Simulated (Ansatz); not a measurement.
`C#C[SiH2]CCl` and `ClC[SiH2][TeH]` differ in one atom or group.

Ansatz, PBE0-D4/def2-TZVP geometries, multiplicity 1. Each molecule was computed in one conformer, which needn't be the lowest.

Elements past krypton have def2 core potentials.

```json
{"property": "HOMO energy (ωB97M-V/def2-TZVPP) / eV", "`C#C[SiH2]CCl`": "-10.27"}
{"property": "HOMO–LUMO gap (PBE0/def2-TZVPP) / eV", "`C#C[SiH2]CCl`": "7.65"}
{"property": "HOMO energy (B3LYP/def2-TZVPP) / eV", "`C#C[SiH2]CCl`": "-7.80"}
{"property": "LUMO energy (PBE0/def2-TZVPP) / eV", "`C#C[SiH2]CCl`": "-0.39"}
{"property": "HOMO energy (PBE0/def2-TZVPP) / eV", "`C#C[SiH2]CCl`": "-8.03"}
{"property": "size of the dipole moment (B3LYP/def2-TZVPP) / D", "`C#C[SiH2]CCl`": "1.44"}
```

Problem. What does the change do to each property? (An estimate is asked.)

Solution. Computed: 
```csv
property,`ClC[SiH2][TeH]`,shift
HOMO energy (ωB97M-V/def2-TZVPP) / eV,-8.78,1.49
HOMO–LUMO gap (PBE0/def2-TZVPP) / eV,5.91,-1.74
HOMO energy (B3LYP/def2-TZVPP) / eV,-6.48,1.32
LUMO energy (PBE0/def2-TZVPP) / eV,-0.79,-0.40
HOMO energy (PBE0/def2-TZVPP) / eV,-6.70,1.33
size of the dipole moment (B3LYP/def2-TZVPP) / D,1.11,-0.33
```

With PBE0 the HOMO rises by 1.33 eV and the LUMO falls by 0.40 eV, so the gap narrows by about 1.73 eV. PBE moves the HOMO by 1.06 eV and ωB97M-V by 1.49 eV. Dipoles are sizes alone; their direction can turn.

B3LYP here is the variant with VWN-RPA as its local correlation; programs differ in this.

Spin–orbit coupling is left out; it splits and shifts lone-pair levels of the heavy atoms by tenths of an eV.
